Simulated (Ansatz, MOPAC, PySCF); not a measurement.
Bond stretch in SMILES C[SiH](C)C (C3H10Si), singlet. The Si1–C11 bond (Si1 also carries C, C, H; C11 carries H, H, H) is varied alone, starting from the PBE0/def2-SVP optimised geometry.

Computed with: UMP2/3-21G = unrestricted MP2 (frozen core)/3-21G (PySCF); RKS-B3LYP/6-31G* = restricted B3LYP/6-31G*, spherical d (PySCF); RKS-PBE = Ansatz (an electronic-structure program) with restricted PBE/def2-SVP; UKS-PBE0 = unrestricted PBE0/def2-SVP (Ansatz); PM7, restricted, heats of formation (MOPAC).

Energies are in kJ/mol, each relative to the lowest point of its own curve near equilibrium.

```tsv
R / Å	UMP2/3-21G	RKS-B3LYP/6-31G*	RKS-PBE	UKS-PBE0	PM7
1.56	205.1	160.1	161.1	156.7	115.4
1.66	92.3	66.3	66.7	63.0	47.4
1.76	30.8	18.4	18.7	16.4	11.2
1.85	5.5	1.6	1.7	1.1	0.0
1.88	1.8	0.0	0.0	0.0	0.0
1.95	0.0	2.2	1.9	3.5	6.2
2.02	5.9	10.9	10.2	13.4	19.8
2.15	30.5	38.4	36.7	43.3	59.7
2.28	65.5	74.3	71.3	81.5	112.1
2.51	137.3	144.9	139.2	156.0	215.0
2.72	229.5	208.0	199.7	222.6	304.6
3.08	330.2	302.5	289.3	322.1	430.1
3.50	369.0	387.5	367.9	382.3	530.9
3.97	382.9	455.1	427.7	405.9	601.2
4.61	388.6	513.8	476.4	415.3	654.8
5.50	390.4	555.7	508.4	417.9	696.3
```

At the longest distance, 5.50 Å, PM7 lies highest above its minimum (696.3 kJ/mol) and UMP2/3-21G lowest (390.4 kJ/mol).

The unrestricted determinant behind UMP2/3-21G is spin-contaminated at 2.72 to 5.50 Å (<S²> up to 1.0, against 0.00 for a pure singlet). The restricted form behind RKS-B3LYP/6-31G*, RKS-PBE, PM7 keeps the bonding electrons paired and can't separate into open-shell fragments. The unrestricted determinant behind UKS-PBE0 is spin-contaminated at 3.08 to 5.50 Å (<S²> up to 1.0, against 0.00 for a pure singlet).
